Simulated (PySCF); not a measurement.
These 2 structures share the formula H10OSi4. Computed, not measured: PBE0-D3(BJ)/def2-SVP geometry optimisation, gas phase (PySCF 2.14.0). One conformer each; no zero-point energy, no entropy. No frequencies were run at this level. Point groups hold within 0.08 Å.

Problem. Rank from lowest to highest electronic energy at this level (kJ/mol).
A. `[OH:1][SiH2:2][SiH:3]([SiH3:4])[SiH3:5]` with H–O1–Si2–Si3 174°, O1–Si2–Si3–Si4 -144°
B. `[SiH3:1][O:2][SiH2:3][SiH2:4][SiH3:5]` with Si1–O2–Si3–Si4 -9°, O2–Si3–Si4–Si5 178°

Solution. B (0.0), A (62.0).

As drawn, the higher has an O–H bond, which the lower lacks.

```
                    SMILES       E (Eh)  E rel (kJ/mol)  dipole (D)  point group       A, B, C (MHz)
 [SiH3]O[SiH2][SiH2][SiH3]  -1238.27110             0.0        0.40            –  5101, 669.7, 609.4
O[SiH2][SiH]([SiH3])[SiH3]  -1238.24749            62.0        1.51           C1   1922, 1241, 828.3
```
